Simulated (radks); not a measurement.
Values are calculated unless marked as measured or tabulated.
Ionisation of neutral mercury, [Hg], to Hg+, [Xe] 4f14 5d10 6s1, under several functionals. Dirac Kohn-Sham, spin-unpolarised, spherical densities, finite nucleus; a radial shooting solver on a logarithmic mesh with Libxc functionals. Known Delta-SCF values: LDA (Slater exchange, Perdew-Wang correlation) 11.045 eV; HCTH/407 10.717 eV. What does BP86 give, and what is its highest occupied eigenvalue?

Answer. 10.877 eV by Delta-SCF; the 6s1/2 eigenvalue is -7.002 eV. NIST: 10.438 eV (measured).

Beside tabulated values, note that spin-unpolarised runs miss the spin-polarisation part of the exchange energy of open shells.
